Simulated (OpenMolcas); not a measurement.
N2+, P2+, As2+, Sb2+, Bi2+: ns2 np down the group

| Item | Value |
| --- | --- |
| Program | OpenMolcas 26.06 |
| Method | CASSCF |
| Basis | ANO-RCC-VQZP |
| Scalar Hamiltonian | DKH2, point nucleus |
| Spin-orbit coupling | RASSI with atomic mean-field integrals over the reference wave functions, term energies averaged over their components |

Active space for each ion: 1 electron in 3 orbitals (p).

Computed levels in cm-1 above 2P* 1/2:

```json
{"Level": "2P* 3/2", "N2+": "175", "P2+": "494", "As2+": "2593", "Sb2+": "5704", "Bi2+": "17512"}
{"Level": "weight of 2P* in the lowest level (%)", "N2+": "100", "P2+": "100", "As2+": "100", "Sb2+": "100", "Bi2+": "100"}
```

Measured, with the error of the calculation in %. Measured levels: N2+ from Moore, Selected Tables of Atomic Spectra, NSRDS-NBS 3, section 5; P2+ from Martin, Zalubas and Musgrove, J. Phys. Chem. Ref. Data 14, 751 (1985); As2+ from Moore, Atomic Energy Levels, vol. II, NSRDS-NBS 35 (1971 reprint of NBS Circular 467, 1952); Sb2+, Bi2+ from Moore, Atomic Energy Levels, vol. III, NSRDS-NBS 35 (1971 reprint of NBS Circular 467, 1958).

| Level | N2+ | P2+ | As2+ | Sb2+ | Bi2+ |
| --- | --- | --- | --- | --- | --- |
| 2P* 3/2 | 174 (+0.2) | 559 (-11.7) | 2940 (-11.8) | 6576 (-13.3) | 20788 (-15.8) |

The fine-structure level 2P* 3/2 changes by a factor of 100 from N2+ to Bi2+.

With one active electron the reference holds no correlation, so core polarisation is missing. Measured partners are found by configuration, term and J. A level has none where our copy of the source lacks it or the pairing is in doubt (some pairs that miss far off the trend of their configuration count as doubtful), and it then counts in no deviation. Only configurations of the active space appear.

* marks odd parity.
